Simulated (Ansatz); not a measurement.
C$_{2}$H$_{6}$SSe, singlet, geometry from GFN2-xTB, atoms displaced at random by about 0.03 Å a coordinate; R2SCAN/6-31G, gradient (Ansatz, an electronic-structure program).

Here is a job for Ansatz.
Ansatz 0.2 input:
```yaml
crystal:
  periodic: [false, false, false]
  atoms:
    - {symbol: Se, position_ang: [0.29358680, 0.34232471, 0.76984243]}
    - {symbol: C, position_ang: [1.14115330, 1.60619877, -0.48986245]}
    - {symbol: H, position_ang: [1.95378635, 1.12080864, -1.06584445]}
    - {symbol: H, position_ang: [1.56147326, 2.41044406, 0.10850712]}
    - {symbol: H, position_ang: [0.40633986, 1.98886596, -1.16815819]}
    - {symbol: S, position_ang: [-0.27471360, -1.23797830, -0.60281305]}
    - {symbol: C, position_ang: [-1.90542058, -0.72156494, -1.13932359]}
    - {symbol: H, position_ang: [-2.56356228, -0.65886796, -0.32502515]}
    - {symbol: H, position_ang: [-2.26857389, -1.56367146, -1.81082934]}
    - {symbol: H, position_ang: [-1.89340608, 0.17027315, -1.66688203]}
basis:
  gaussian:
    orbitals: 6-31G
hamiltonian:
  xc: r2scan
output: {forces: true}
```

Question: Write the output that Ansatz gives for this input, abridged.

Answer: 
```
Functional definition: r2SCAN
841 factors; integrals over basis functions are off by at most 2.6e-4 eV
mean field evaluation 1: about -78336.1239 eV, gradient 5.0e1 eV
mean field evaluation 2: about -78329.9156 eV, gradient 6.5e1 eV
mean field evaluation 4: about -78342.2463 eV, gradient 2.2e0 eV
mean field evaluation 8: about -78342.2345 eV, gradient 3.0e-2 eV
mean field -78342.23445748 eV, -2879.0240140388 hartree, gradient 2.0e-5 eV, S^2 0.000000; 0 other end points of the search recorded, 0 dependent functions left out
the calculation of the forces begins
reference -78342.23446551 eV, -2879.0240143337 hartree; 34, 34 occupied and 38, 38 virtual orbitals, 841 factors
Total energy: -78342.23446551 eV, -2879.0240143337 hartree
Atom 0 at     0.293587     0.342325     0.769842 Å, force     0.734597     1.600012     1.851013 eV/Å
Atom 1 at     1.141153     1.606199    -0.489862 Å, force     0.911766    -0.363122    -0.262235 eV/Å
Atom 2 at     1.953786     1.120809    -1.065844 Å, force    -0.380710     0.088561     0.384636 eV/Å
Atom 3 at     1.561473     2.410444     0.108507 Å, force     0.046960     0.199555     0.145130 eV/Å
Atom 4 at     0.406340     1.988866    -1.168158 Å, force    -0.525548     0.368114    -0.461264 eV/Å
Atom 5 at    -0.274714    -1.237978    -0.602813 Å, force     1.083851    -2.310846    -0.980914 eV/Å
Atom 6 at    -1.905421    -0.721565    -1.139324 Å, force    -1.149586    -2.629122    -1.359125 eV/Å
Atom 7 at    -2.563562    -0.658868    -0.325025 Å, force    -1.084757     0.139855     1.299723 eV/Å
Atom 8 at    -2.268574    -1.563671    -1.810829 Å, force     0.307668     1.021689     0.606976 eV/Å
Atom 9 at    -1.893406     0.170273    -1.666882 Å, force     0.055758     1.885304    -1.223941 eV/Å
Dipole moment:    -0.190622     0.387179    -0.272853 e Å
```
